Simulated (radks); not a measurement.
Species: Cs4+. Configuration: [Kr] 4d10 5s1.75 5p3 4f0.25 (fractional occupations, a model configuration). Calculated with a radial shooting solver on a logarithmic mesh with Libxc functionals: Dirac Kohn-Sham, PBEsol, spin-unpolarised, spherical densities, finite nucleus; open shells are shared between the two j in proportion to 2j + 1; Fermi nuclear charge, rms radius 4.8041 fm.

Normalised radial functions P(r) = r R(r) (large component), r in bohr:

r	4d3/2	5p3/2	4f7/2
0.001046	0.0000	0.0004	0.0000
0.001208	0.0000	0.0006	0.0000
0.001384	0.0000	0.0007	0.0000
0.001598	0.0000	0.0010	0.0000
0.001831	0.0000	0.0013	0.0000
0.002097	0.0000	0.0016	0.0000
0.002422	0.0001	0.0021	0.0000
0.002775	0.0001	0.0028	0.0000
0.003205	0.0001	0.0036	0.0000
0.003672	0.0002	0.0047	0.0000
0.00424	0.0003	0.0061	0.0000
0.004858	0.0004	0.0078	0.0000
0.005566	0.0006	0.0100	0.0000
0.006428	0.0008	0.0129	0.0000
0.007364	0.0012	0.0164	0.0000
0.008505	0.0017	0.0211	0.0000
0.009744	0.0025	0.0266	0.0000
0.01116	0.0035	0.0334	0.0000
0.01289	0.0051	0.0422	0.0000
0.01477	0.0073	0.0522	0.0000
0.01706	0.0106	0.0649	0.0001
0.01954	0.0150	0.0789	0.0001
0.02239	0.0211	0.0949	0.0002
0.02586	0.0301	0.1138	0.0003
0.02963	0.0418	0.1329	0.0004
0.03421	0.0587	0.1537	0.0007
0.0392	0.0800	0.1724	0.0012
0.04527	0.1099	0.1891	0.0019
0.05186	0.1462	0.1993	0.0030
0.05942	0.1917	0.2012	0.0048
0.06862	0.2508	0.1904	0.0076
0.07862	0.3166	0.1651	0.0117
0.0908	0.3953	0.1198	0.0182
0.104	0.4744	0.0592	0.0271
0.1192	0.5519	-0.0163	0.0398
0.1376	0.6221	-0.1055	0.0588
0.1577	0.6652	-0.1881	0.0832
0.1821	0.6707	-0.2586	0.1176
0.2086	0.6241	-0.2934	0.1595
0.241	0.5078	-0.2815	0.2150
0.2761	0.3302	-0.2160	0.2779
0.3163	0.0917	-0.0998	0.3502
0.3653	-0.2092	0.0629	0.4346
0.4185	-0.5107	0.2264	0.5179
0.4833	-0.8096	0.3715	0.6046
0.5537	-1.0351	0.4456	0.6792
0.6344	-1.1751	0.4320	0.7404
0.7326	-1.2139	0.3124	0.7856
0.8394	-1.1506	0.1129	0.8072
0.9694	-1.0005	-0.1546	0.8073
1.111	-0.8119	-0.4162	0.7873
1.272	-0.6109	-0.6423	0.7499
1.469	-0.4148	-0.8040	0.6939
1.684	-0.2636	-0.8617	0.6268
1.944	-0.1469	-0.8197	0.5422
2.228	-0.0756	-0.7010	0.4521
2.572	-0.0327	-0.5286	0.3520
2.947	-0.0128	-0.3615	0.2609
3.377	-0.0043	-0.2200	0.1805
3.9	-0.0011	-0.1129	0.1114
4.468	-0.0002	-0.0516	0.0636
5.16	0.0000	-0.0187	0.0308
5.911	0.0000	-0.0059	0.0135

4d3/2: eigenvalue -118.00 eV, 1 radial node at r = 0.331 bohr, <r> = 0.827 bohr, 90 % of the charge inside 1.25 bohr. 5p3/2: eigenvalue -50.161 eV, 3 radial nodes at r = 0.116, 0.346, 0.894 bohr, <r> = 1.88 bohr, 90 % of the charge inside 2.69 bohr. 4f7/2: eigenvalue -30.459 eV, 0 radial nodes, <r> = 1.39 bohr, 90 % of the charge inside 2.38 bohr.
